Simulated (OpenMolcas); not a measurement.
# Ag4+ in a point-charge field

Ag4+ among 4 point charges of -2.5 e arranged as a square (D4h), 2.5 Å from the ion.
```
   2.5000    0.0000    0.0000  -2.50
   0.0000    2.5000    0.0000  -2.50
  -2.5000    0.0000    0.0000  -2.50
   0.0000   -2.5000    0.0000  -2.50
```

```json
{"Program": "OpenMolcas", "Method": "CASSCF", "Basis": "ANO-RCC-VDZP [6s5p3d1f]", "Scalar Hamiltonian": "DKH2, point nucleus", "Active space": "7 electrons in 5 orbitals (4d)", "State averaging": "2S+1 = 4 even, 10 roots; 2S+1 = 2 even, 40 roots", "Spin-orbit coupling": "state interaction with AMFI integrals over the reference wave functions"}
```

The lowest spin-free states (labels of D4, the rotations of D4h), above the lowest:

```tsv
State	Degeneracy	E (cm-1)	Free-ion L (%)
4A2	1	0.0	F (95)
4E	2	625.0	F (91)
4B2	1	3168	F (100)
4B1	1	5574	F (100)
4E	2	6486	F (99)
2A1	1	16956	G (72)
2A2	1	17681	G (80)
2E	2	17719	H (44)
4E	2	18058	P (89)
2E	2	18752	H (55)
2B2	1	18811	G (78)
2B1	1	20278	G (82)
2A1	1	21392	G (91)
2E	2	21671	G (84)
2E	2	22486	P (40)
2A2	1	23308	P (83)
2A2	1	24813	H (72)
2A1	1	25070	H (75)
2B1	1	26929	H (44)
2A1	1	27143	D (77)
```

The lowest levels with spin-orbit coupling:

```json
{"E (cm-1)": "0.0", "Degeneracy": "2", "Label": "E1/2", "2S+1": "4", "g": "1.52 6.53 6.53"}
{"E (cm-1)": "427.1", "Degeneracy": "2", "Label": "E3/2", "2S+1": "4", "g": "1.78 1.78 4.30"}
{"E (cm-1)": "1509", "Degeneracy": "2", "Label": "E3/2", "2S+1": "4", "g": "1.49 1.49 7.12"}
{"E (cm-1)": "3638", "Degeneracy": "2", "Label": "E1/2", "2S+1": "4", "g": "2.60 2.60 4.96"}
{"E (cm-1)": "4310", "Degeneracy": "2", "Label": "E1/2", "2S+1": "4", "g": "1.03 1.03 1.22"}
{"E (cm-1)": "4434", "Degeneracy": "2", "Label": "E3/2", "2S+1": "4", "g": "0.96 0.96 4.54"}
{"E (cm-1)": "5509", "Degeneracy": "2", "Label": "E1/2", "2S+1": "4", "g": "0.80 0.80 8.84"}
{"E (cm-1)": "6424", "Degeneracy": "2", "Label": "E3/2", "2S+1": "4", "g": "1.30 1.30 4.55"}
{"E (cm-1)": "6652", "Degeneracy": "2", "Label": "E1/2", "2S+1": "4", "g": "2.04 2.04 3.97"}
{"E (cm-1)": "8558", "Degeneracy": "2", "Label": "E3/2", "2S+1": "4", "g": "0.89 3.16 3.16"}
{"E (cm-1)": "8777", "Degeneracy": "2", "Label": "E1/2", "2S+1": "4", "g": "0.05 0.05 7.17"}
{"E (cm-1)": "10277", "Degeneracy": "2", "Label": "E1/2", "2S+1": "4", "g": "0.17 0.17 2.95"}
{"E (cm-1)": "11238", "Degeneracy": "2", "Label": "E3/2", "2S+1": "4", "g": "1.17 1.17 4.00"}
{"E (cm-1)": "12819", "Degeneracy": "2", "Label": "E3/2", "2S+1": "4", "g": "0.02 0.62 0.62"}
{"E (cm-1)": "18269", "Degeneracy": "2", "Label": "E1/2", "2S+1": "2", "g": "2.67 2.67 6.00"}
{"E (cm-1)": "19110", "Degeneracy": "2", "Label": "E3/2", "2S+1": "2 (74 %)", "g": "1.22 1.22 2.53"}
{"E (cm-1)": "19192", "Degeneracy": "2", "Label": "E1/2", "2S+1": "2", "g": "2.62 2.62 3.41"}
{"E (cm-1)": "19641", "Degeneracy": "2", "Label": "E1/2", "2S+1": "4 (69 %)", "g": "1.30 2.59 2.59"}
{"E (cm-1)": "19763", "Degeneracy": "2", "Label": "E3/2", "2S+1": "4 (85 %)", "g": "2.55 2.55 5.35"}
{"E (cm-1)": "20018", "Degeneracy": "2", "Label": "E3/2", "2S+1": "4 (60 %)", "g": "0.29 0.29 1.20"}
```

Powder χT (cm3 K/mol): 2.76 at 2 K, 2.82 at 10 K, 3.14 at 50 K, 3.54 at 100 K, 4.15 at 200 K, 4.47 at 300 K. The effective moment at 300 K is 2.828 √(χT) = 5.98 μB.

The lowest level has 2S+1 = 4, for which the spin-only value is χT = S(S+1) / 2 = 1.875 cm3 K/mol (g = 2). The computed 4.470 at 300 K differs by +2.595, through orbital momentum, spin-orbit coupling and any other state in reach.

Spin-orbit coupling mixes the spin-free states strongly: the lowest level takes only 55 % from its leading state, 4A2. Without dynamic correlation the repulsion within the d shell is too large (B by tens of per cent), so at a given field states of lower spin stand too high. Point charges give a weaker field than real ligands, and real ions of this kind are as a rule low spin; the high spin found here belongs to the model. This is an electrostatic model: the charges have no orbitals. No measured value stands beside these numbers.
